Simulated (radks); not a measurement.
The numbers below are computed, except where a source is named.
All-electron atom: As III in [Ar] 3d10 4s2 4p1.

Code: a radial shooting solver on a logarithmic mesh with Libxc functionals. Model: Dirac Kohn-Sham, PBE, spin-unpolarised, spherical densities, finite nucleus; open shells fill j = l - 1/2 first; Fermi nuclear charge, rms radius 4.0968 fm.

Energy parts (hartree):
| part | energy |
|---|---|
| total | -2259.92784 |
| kinetic | 2310.96228 |
| electron-nucleus | -5431.39971 |
| Hartree | 943.64723 |
| exchange-correlation | -83.13763 |

Orbitals (lengths in bohr, moments of r in powers of bohr; r(max) is where P^2 peaks):
| orbital | occ. | eigenvalue (hartree) | r(max) | small-component weight |
|---|---|---|---|---|
| 1s1/2 | 2 | -431.3362 | 0.02973 | 1.43e-02 |
| 2s1/2 | 2 | -55.39831 | 0.1701 | 2.78e-03 |
| 2p1/2 | 2 | -49.57865 | 0.1342 | 2.77e-03 |
| 2p3/2 | 4 | -48.23484 | 0.1373 | 2.72e-03 |
| 3s1/2 | 2 | -7.77240 | 0.5218 | 6.49e-04 |
| 3p1/2 | 2 | -5.81685 | 0.5154 | 5.98e-04 |
| 3p3/2 | 4 | -5.63219 | 0.5239 | 5.82e-04 |
| 3d3/2 | 4 | -2.28842 | 0.4752 | 4.57e-04 |
| 3d5/2 | 6 | -2.26154 | 0.4780 | 4.52e-04 |
| 4s1/2 | 2 | -1.22698 | 1.567 | 9.34e-05 |
| 4p1/2 | 1 | -0.84122 | 1.805 | 6.83e-05 |
| 4p3/2 | 0 | -0.82651 | 1.833 | 6.67e-05 |

The highest occupied level is 4p1/2 at -22.891 eV. For comparison, the ionisation energy in NIST's Atomic Spectra Database is 28.35 eV (measured). In exact Kohn-Sham theory the highest level is minus the ionisation energy, but local and semilocal functionals leave it too shallow, through self-interaction and a potential that decays too fast; potentials with the right tail come closer. Summed over all electrons, <r^2> = 22.21 bohr^2, which gives a Langevin (diamagnetic) susceptibility term of -17.6 x 10^-6 cm^3/mol.

Beside tabulated values, note that spin-unpolarised runs miss the spin-polarisation part of the exchange energy of open shells.
